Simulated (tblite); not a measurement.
Species: C8H13OP.
Geometry (GFN2-xTB, Å), atoms numbered from 1 in this order:
```xyz
23
C8H13OP angstrom
C     -3.0623    0.4656    1.0807
C     -1.9979    0.9644    0.1167
P     -1.2245   -0.4889   -0.7213
O     -2.1941   -1.3216   -1.4429
C     -0.2702   -1.3591    0.5418
C      0.9816   -1.0243    0.8153
C      1.7118    0.1355    0.1986
C      3.2257   -0.0541    0.3225
C      1.3247    0.3797   -1.2331
C      0.1118    0.1898   -1.7301
H     -3.7460   -0.1984    0.5546
H     -3.6304    1.2942    1.4999
H     -2.6051   -0.0923    1.8965
H     -2.4480    1.5696   -0.6751
H     -1.2409    1.5603    0.6262
H     -0.7462   -2.2238    0.9838
H      1.5544   -1.5948    1.5361
H      1.4371    1.0356    0.7690
H      3.5120   -0.1721    1.3650
H      3.5395   -0.9402   -0.2255
H      3.7544    0.8067   -0.0807
H      2.1241    0.7431   -1.8671
H     -0.1164    0.3520   -2.7748
```

Method: GFN2-xTB as coded in tblite; computed harmonic values from a numerical Hessian at the method's own geometry, unscaled. Against measured fundamentals such values can be off by several per cent, at times by over 20. One conformer, not necessarily the lowest.

Harmonic wavenumbers (cm⁻¹): 39.8, 65.7, 117.7, 141.7, 199.7, 211.1, 231.1, 273.9, 290.4, 335.3, 348.4, 367.6, 402.2, 515.2, 526.3, 627.5, 698.4, 703.4, 724.7, 758.2, 805.5, 812.2, 863.2, 907.6, 910.8, 965.0, 969.4, 999.5, 1042.9, 1072.5, 1080.8, 1107.2, 1151.0, 1153.0, 1213.6, 1244.2, 1250.6, 1268.8, 1270.2, 1295.3, 1331.0, 1403.2, 1414.1, 1434.2, 1489.1, 1495.3, 1502.0, 1503.6, 1656.8, 1688.9, 2857.9, 2945.6, 2982.0, 3017.3, 3021.4, 3030.6, 3032.9, 3035.5, 3037.5, 3039.1, 3043.1, 3053.0, 3053.4.

A = 2117, B = 779.1, C = 722.6 MHz; mass 156.070 u (most abundant isotopes); point group C1, symmetry number 1.

What is the zero-point energy?

Half the sum of the wavenumbers: 41515 cm⁻¹ = 118.70 kcal/mol.

What is S at 350 K and 1 bar for an ideal gas of classical rigid rotors and harmonic oscillators?

Translation 41.87, rotation 30.46, vibration 40.03: S = 112.4 cal/(mol K).

And Cp and H(350 K) − H(0)?

Cp = 51.39 cal/(mol K), of which vibrations give 43.44 (their classical limit is 63 R = 125.2); H(350 K) − H(0) = 10.28 kcal/mol without the zero-point energy, 7.49 from vibrations.

Which modes carry the vibrational entropy at 350 K?

39.8 cm⁻¹: 5.59; 65.7 cm⁻¹: 4.59; 117.7 cm⁻¹: 3.45; 141.7 cm⁻¹: 3.09; 199.7 cm⁻¹: 2.43; 211.1 cm⁻¹: 2.33 cal/(mol K); the other 57 give 18.55 together.

Blend soft modes into free rotors: weight 1/[1 + (100 cm⁻¹/ν̃)⁴] for the oscillator and the rest for a rotor with moment μB/(μ + B), μ = h/(8π²ν), B = 10⁻⁴⁴ kg m². What vibrational entropy results?

37.16 cal/(mol K) in place of 40.03, which changes −T·S at 350 K by +1.01 kcal/mol.

What must be added to the electronic energy to get the Gibbs energy at 350 K and 1 bar?

ZPE + [H(350 K) − H(0)] − T·S = 118.70 + 10.28 − 39.33 = 89.65 kcal/mol.

How do the functions run with temperature in this model?

```tsv
T (K)	S (cal/(mol K))	Cp (cal/(mol K))	H − H(0) (kcal/mol)	G − H(0) (kcal/mol)	ln q(vib)
50	60.3	13.2	0.51	-2.51	0.61
100	71.5	20.1	1.34	-5.81	1.87
298.15	104.7	44.9	7.78	-23.42	7.78
373.15	115.7	54.2	11.50	-31.69	10.08
500	133.6	67.9	19.27	-47.51	14.00
750	165.0	86.9	38.80	-84.94	21.55
1000	191.8	99.4	62.19	-129.62	28.64
```

q(vib) and H(0) count from the zero-point level.

Hindered rotation and anharmonicity are outside this model. Other conformers, if any are populated, would add a mixing term that is left out. The structure is chiral; the term R ln 2 for an equal mix with its mirror image is left out.
